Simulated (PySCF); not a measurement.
A ladder for the ionisation energy of Tl

Tl [Xe] 4f14 5d10 6s2 6p1 (2P) → Tl⁺ [Xe] 4f14 5d10 6s2 (1S). Scalar values calculated with PySCF 2.14 in aug-cc-pwCVTZ-PP with ECP60MDF (ECP; valence: 5s2 5p6 5d10 frozen; valence and next inner shell: nothing frozen). The spin-orbit shift comes from two-component X2C-1e calculations (generalised Hartree-Fock, GHF, and MP2 on its spinors, GMP2) in x2c-TZVPall-2c with one added diffuse shell each of s, p, d, f type: GMP2 gives 5.234 eV without and 5.932 eV with screened spin-orbit coupling, a shift of 0.698 eV (GHF: 0.716 eV). Sums use unrounded values; where a UHF row is shifted, it takes the GHF shift.

```csv
method,scalar (eV),plus spin-orbit shift (eV),error (eV)
UHF,5.014,5.730,-0.378
MP2 (valence),5.192,5.890,-0.218
SCS-MP2 (valence),5.174,5.872,-0.237
CCSD (valence),5.236,5.933,-0.175
CCSD(T) (valence),5.251,5.949,-0.160
LDA,5.583,6.281,0.173
PBE,5.427,6.125,0.017
PBE0,5.443,6.141,0.033
r2SCAN,5.509,6.207,0.099
HSE06,5.463,6.161,0.052
revPBE,5.367,6.065,-0.044
BHandHLYP,5.399,6.097,-0.012
CAM-B3LYP,5.535,6.233,0.125
MP2 (valence and next inner shell),5.314,6.012,-0.097
SCS-MP2 (valence and next inner shell),5.228,5.925,-0.183
```

Reference: 6.108 eV (measured; NIST Atomic Spectra Database, ionization energies).

The errors of the correlated levels include the incompleteness of the basis and the frozen core, so a lower level can come closer by cancellation.
